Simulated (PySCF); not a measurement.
## `N#C[C@@]1(F)O[C@@H]1C(F)F` in a uniform electric field

Compound: C4H2F3NO.
Geometry (GFN2-xTB, Å), atoms numbered from 1 in this order:
```xyz
11
C4H2F3NO angstrom
N     -3.1768    1.1394    0.2107
C     -2.0420    1.0384    0.1564
C     -0.6103    0.8837    0.0876
F     -0.0333    1.6638   -0.8593
O      0.1140    0.7216    1.2415
C      0.0475   -0.4014    0.4057
C      1.3104   -0.7901   -0.3393
F      1.9745   -1.7415    0.3464
F      0.9817   -1.3352   -1.5318
H     -0.5475   -1.2366    0.7669
H      1.9872    0.0606   -0.5106
```

Level: PBE0/def2-SVPD (PySCF); nuclei fixed, core orbitals frozen in the response. Permanent dipole (1.532, -0.396, 0.284) D (1 au = 2.5417 D). Static polarisability (au):

```
x   67.45 -9.15 -0.81
y   -9.15 52.37 -0.71
z   -0.81 -0.71 45.95
```

Only the terms in μ and α are kept: μ(F) = μ + αF and ΔE = −μ·F − ½ F·αF.

Question: What do fields of 0.257 V/Å (0.005 au) along the six axis directions do?

Answer: 
| field along | induced x (D) | induced y (D) | induced z (D) | total size (D) | −μ·F (kJ/mol) | −½F·αF (kJ/mol) |
| --- | --- | --- | --- | --- | --- | --- |
| +x | 0.857 | -0.116 | -0.010 | 2.459 | -7.912 | -2.214 |
| −x | -0.857 | 0.116 | 0.010 | 0.788 | +7.912 | -2.214 |
| +y | -0.116 | 0.666 | -0.009 | 1.467 | +2.045 | -1.719 |
| −y | 0.116 | -0.666 | 0.009 | 1.982 | -2.045 | -1.719 |
| +z | -0.010 | -0.009 | 0.584 | 1.798 | -1.467 | -1.508 |
| −z | 0.010 | 0.009 | -0.584 | 1.618 | +1.467 | -1.508 |

Question: For the field (-0.0010, -0.0035, -0.0040) au, what is the induced dipole, and what angle does it make with the field?

Answer: αF = (-0.082, -0.435, -0.459) D, at 4.0° to the field. The polarisability along this direction, F·αF/F², is 46.28 au, against a mean of 55.25 au.

Question: Which field along μ doubles the dipole in that direction (linear response)?

Answer: The polarisability along the dipole is 69.95 au, so F = 0.6325 au / 69.95 au = 0.0090 au = 0.46 V/Å; higher-order terms are ignored.

Question: What field makes μF equal to kT at 400 K?

Answer: kT = 1.2667 × 10⁻³ Eh, so F = 0.002 au = 10.3 MV/cm.

Question: A unit point charge sits 8 Å away. Estimate the induction energy −αe²/2R⁴ with the mean polarisability, treating the molecule as a point.

Answer: R = 15.12 bohr, so the energy is −55.3/(2 × 15.12⁴) Eh = -1.39 kJ/mol. The charge–dipole term at its most favourable orientation, −μe/R², is -7.27 kJ/mol.

The structure is a single GFN2-xTB conformer in the gas phase; no vibrational or solvent corrections.
